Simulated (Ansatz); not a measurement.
`C=C[Si](O)Cl` radical. Total charge 0; spin multiplicity 2.

Z-matrix (Å, degrees):
```
C
C 1 1.332
H 1 1.085 2 121.6
H 1 1.086 2 121.8 3 -179.4
Si 2 1.844 1 122.4 3 -3.1
H 2 1.087 1 119.7 3 -179.5
Cl 5 2.071 2 110.0 1 136.3
O 5 1.643 2 106.9 1 15.5
H 8 0.959 5 117.7 2 178.2
```

Task: What are the harmonic wavenumbers in cm⁻¹ at PBE0-D4/def2-TZVP (Ansatz, finite differences of forces, unscaled)? (An estimate is asked.)

Result: The calculation gave: 83, 138, 185, 248, 274, 365, 502, 561, 688, 815, 912, 1001, 1010, 1035, 1283, 1433, 1646, 3139, 3163, 3228, 3919.

Task: Is this a minimum?

Result: Yes, all 21 modes are real.

Task: Give the ideal-gas thermochemistry at 298.15 K and 1 bar (rigid rotor, harmonic oscillator; point group C1, symmetry number 1).

Result: Zero-point energy 153.3 kJ/mol; H(298) − E = 173.9 kJ/mol; entropy 351.9 J/(mol·K), of which translation 167.2, rotation 114.2, vibration 64.8, electronic 5.8; G(298) − E = 69.0 kJ/mol. Modes under 100 cm⁻¹ are hindered rotations or soft bends, so the harmonic entropy is rough.
